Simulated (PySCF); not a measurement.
**Al⁺: ionisation energy**

Al⁺ [Ne] 3s2 (1S) → Al²⁺ [Ne] 3s1 (2S), as a difference of total energies. Computed with PySCF 2.14 in cc-pV(T+d)Z (5s4p3d1f, 39 functions), with no relativity, point nucleus. Correlated levels: valence: [Ne] frozen. The calculations carry no spin-orbit coupling.

| method | ionisation energy (eV) | error (eV) |
| --- | --- | --- |
| UHF | 17.519 | -1.310 |
| r2SCAN | 18.365 | -0.464 |
| M06-2X | 18.993 | +0.164 |
| MP2 (valence) | 18.274 | -0.555 |
| SCS-MP2 (valence) | 18.425 | -0.404 |
| CCSD (valence) | 18.595 | -0.234 |

Reference: 18.829 eV (measured; NIST Atomic Spectra Database, ionization energies).

Errors of the correlated levels include the incompleteness of this basis and the frozen core.

With two correlated electrons CCSD is exact in that space.
